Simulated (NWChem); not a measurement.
Program: NWChem. System: C2H6F2Si, charge 0, spin multiplicity 1, at a geometry optimised with PBE/def2-SVP. The structure started from a generated list of species. Level: MP2/def2-TZVP, 9 core orbitals frozen.

NWChem printed:

```
             Northwest Computational Chemistry Package (NWChem) 7.3.0
             --------------------------------------------------------

                                NWChem Input Module
                                -------------------

 Scaling coordinates for geometry "geometry" by  1.889725989
 (inverse scale =  0.529177249)

                             Geometry "geometry" -> ""
                             -------------------------

 Output coordinates in angstroms (scale by  1.889725989 to convert to a.u.)

  No.       Tag          Charge          X              Y              Z
 ---- ---------------- ---------- -------------- -------------- --------------
    1 C                    6.0000     1.96541900    -0.55891300    -0.66215700
    2 Si                  14.0000     0.38864500     0.34484600    -0.19930400
    3 F                    9.0000     0.56217200     0.96194200     1.31701700
    4 C                    6.0000    -1.09598000    -0.84459500    -0.18981200
    5 F                    9.0000    -2.28751500    -0.14560200    -0.00166100
    6 H                    1.0000     2.84016400     0.11752500    -0.57934600
    7 H                    1.0000     1.92102300    -0.92828000    -1.70756900
    8 H                    1.0000     2.14352700    -1.42733700     0.00439500
    9 H                    1.0000     0.09530500     1.49675800    -1.11544800
   10 H                    1.0000    -1.14585000    -1.40477900    -1.15462500
   11 H                    1.0000    -0.98374600    -1.60774400     0.61645200

 Effective nuclear repulsion energy (a.u.)     239.8588330943

            Nuclear Dipole moment (a.u.)
            ----------------------------
        X                 Y               Z
 ---------------- ---------------- ----------------
    -0.0000000000    -0.0000018897    -0.0000132281


 Summary of "ao basis" -> "" (spherical)
 ------------------------------------------------------------------------------
       Tag                 Description            Shells   Functions and Types
 ---------------- ------------------------------  ------  ---------------------
 *                         def2-tzvp                  on all atoms

 Summary of "ao basis" -> "ao basis" (spherical)
 ------------------------------------------------------------------------------
       Tag                 Description            Shells   Functions and Types
 ---------------- ------------------------------  ------  ---------------------
[...]
     2   2 0 0    -30.591319      0.000000    360.960087
     2   1 1 0      0.357371      0.000000     26.885864
     2   1 0 1     -0.669478      0.000000    -18.758930
     2   0 2 0    -26.882135      0.000000     93.023857
     2   0 1 1     -1.003282      0.000000     50.339543
     2   0 0 2    -28.406687      0.000000     90.071777

                   NWChem MP2 Semi-direct Energy/Gradient Module
                   ---------------------------------------------

  Basis functions       =    197
  Molecular orbitals    =    197
  Frozen core           =      9
  Frozen virtuals       =      0
  Active alpha occupied =     16
  Active beta occupied  =     16
  Active alpha virtual  =    172
  Active beta virtual   =    172
  Use MO symmetry       = F
  Use skeleton AO sym   = F

  AO/Fock/Back tols     =   1.0D-09  1.0D-09  1.0D-09

 GA uses MA = F    GA memory limited = T

 Available:
  local mem=  1.15D+08
 global mem=  1.31D+08
 local disk=  0.00D+00
  mp2_memr nvloc                   172
  nvloc new                   172
   1 passes of  16:        5242880                     216715                 166420864.
   1 passes of  16: M    114678539           G      130994382           F     109435659.
  mp2_memr nvloc                   172
  nvloc new                   172
   2 passes of   8:        5242880                     147942                  83243591.
   2 passes of   8: M    114678539           G      130994382           F     109435659.

 Semi-direct pass number   1 of   2  for RHF alpha+beta  at      119.1s
  vrange nnbf                 17779
  mp2_eaftype                   317  avail_ma_in_mb                   999
 EAF : mp2_eaftype filesize         317   41621795.
  mp2_eaf for mointskh                    317
Node 0 wrote    195.7 Mb in      0.1 s     Agg I/O rate:  2014.9 Mb/s
 Done moints_semi at      148.1s
  mp2_eaftype                   317  avail_ma_in_mb                   682
 EAF : mp2_eaftype filesize         317   41621795.
  mp2_eaf for kh                   317
 Done maket at      149.1s
 Semi-direct pass number   2 of   2  for RHF alpha+beta  at      149.1s
  vrange nnbf                 17779
  mp2_eaftype                   317  avail_ma_in_mb                   682
 EAF : mp2_eaftype filesize         317   41621795.
  mp2_eaf for mointskh                    317
Node 0 wrote    195.7 Mb in      0.1 s     Agg I/O rate:  1874.6 Mb/s
 Done moints_semi at      178.5s
  mp2_eaftype                   317  avail_ma_in_mb                   682
 EAF : mp2_eaftype filesize         317   41621795.
  mp2_eaf for kh                   317
 Done maket at      179.6s
 Done multipass loop at      179.6s

          -------------------------------------------
          SCF energy                -567.236342585861
          Correlation energy          -0.952018430077
          Singlet pairs               -0.609518338304
          Triplet pairs               -0.342500091773
          Total MP2 energy          -568.188361015937
          -------------------------------------------

          ---------------------------------------------------
                    Spin Component Scaled (SCS) MP2
          Same spin pairs                     -0.228333394515
          Same spin scaling factor             0.333333333333
          Opposite spin pairs                 -0.723685035562
          Opposite spin scaling fact.          1.200000000000
          SCS-MP2 correlation energy          -0.944533174179
          Total SCS-MP2 energy              -568.180875760040
          ---------------------------------------------------

 -----------------------
 Performance information
 -----------------------

 Timer overhead =  2.26D-07 seconds/call

               Nr. of calls         CPU time (s)                 Wall time (s)                GFlops
             ---------------    -------------------     ------------------------------   -------------------
Name         Min   Avg   Max    Min     Avg     Max     Min     Avg     Max   Mx/calls   Min     Max     Sum
mp2: moin     2     2     2    58.     58.     58.      58.     58.     58.     29.      0.0     0.0     0.0
mp2: make     2     2     2    2.1     2.1     2.1      2.1     2.1     2.1     1.0      0.0     0.0     0.0
mp2: tota     1     1     1    61.     61.     61.      61.     61.     61.     61.      0.0     0.0     0.0

 The average no. of pstat calls per process was 5.00D+00
 with a timing overhead of 1.13D-06s

 Task  times  cpu:      179.5s     wall:      179.5s

 Total times  cpu:      179.6s     wall:      179.6s
```

Write an NWChem input that would produce this output.

Several could match; the one computed here: 
```
start mol
memory heap 200 mb stack 800 mb global 1000 mb
geometry units angstroms nocenter noautoz noautosym
  C      1.965419    -0.558913    -0.662157
  Si     0.388645     0.344846    -0.199304
  F      0.562172     0.961942     1.317017
  C     -1.095980    -0.844595    -0.189812
  F     -2.287515    -0.145602    -0.001661
  H      2.840164     0.117525    -0.579346
  H      1.921023    -0.928280    -1.707569
  H      2.143527    -1.427337     0.004395
  H      0.095305     1.496758    -1.115448
  H     -1.145850    -1.404779    -1.154625
  H     -0.983746    -1.607744     0.616452
end
basis spherical
  * library def2-tzvp
end
scf
  rhf
  nopen 0
  maxiter 100
  thresh 1e-7
  semidirect memsize 60000000 filesize 0
end
mp2
  freeze core 9
end
task mp2 energy
```
